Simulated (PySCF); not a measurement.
Species: C5H7NO2.
Geometry (GFN2-xTB, Å), atoms numbered from 1 in this order:
```
atom  x, y, z in Å
C1     3.2797    0.2317   -0.2031
C2     2.1396    0.3915    0.4405
O3     0.9972   -0.2600    0.0286
C4    -0.1448   -0.0461    0.6983
O5    -0.2545    0.6885    1.6418
C6    -1.2718   -0.8553    0.0904
C7    -2.4203    0.0479   -0.2414
N8    -2.8927    0.0507   -1.4005
H9     4.1676    0.7386    0.1232
H10    3.3493   -0.4050   -1.0670
H11    2.0102    1.0209    1.3118
H12   -1.6046   -1.5759    0.8423
H13   -0.9301   -1.3756   -0.8027
H14   -2.7595    0.6694    0.5968
H15   -3.6696    0.6866   -1.5628
```

The calculation used TDDFT PBE0/def2-SVPD, vertical, gas phase, core orbitals frozen in the response in PySCF.

Transition dipole moments from the ground state, in atomic units and in the frame of the coordinates above (overall signs are arbitrary), for the states with f of 0.002 or more among the lowest 7:

```tsv
state	E (eV)	μx	μy	μz
S1	5.184	0.244	0.095	0.036
S2	5.694	-0.186	0.060	-0.111
S3	6.083	1.226	0.007	-0.329
S4	6.254	-0.086	0.039	0.221
S5	6.649	0.946	-0.059	-0.256
S6	7.071	-0.155	-0.032	-0.234
S7	7.291	-0.390	0.321	-0.299
```

(1) What oscillator strength does each state have?

(2) What angle do the transition dipoles of S5 and S7 make?

(3) How is the summed strength of these states shared among x, y and z?

(4) What peak molar absorption coefficient would the strongest computed level give as a lone Gaussian band 0.4 eV wide at half height?

Answers

(1) f = (2/3) ΔE |μ|² with ΔE in hartree (27.2114 eV).

```
state  |μ|² (au)  |μ| (D)      f
   S1      0.070     0.67  0.009
   S2      0.051     0.57  0.007
   S3      1.611     3.23  0.240
   S4      0.058     0.61  0.009
   S5      0.964     2.50  0.157
   S6      0.080     0.72  0.014
   S7      0.344     1.49  0.061
```

(2) |cos θ| = |μa·μb| / (|μa| |μb|) = 0.54, so θ ≈ 57° (taken between 0 and 90°, since the signs are arbitrary).

(3) (2/3) Σ ΔE μα² gives 0.415 for x, 0.021 for y and 0.062 for z, 0.497 in all.

(4) ε(max) = 2.175×10⁸ f / FWHM, with the width in cm⁻¹. S3: 2.175×10⁸ × 0.2401 / 3226 ≈ 16000 L mol⁻¹ cm⁻¹.

One conformer stands for the species.
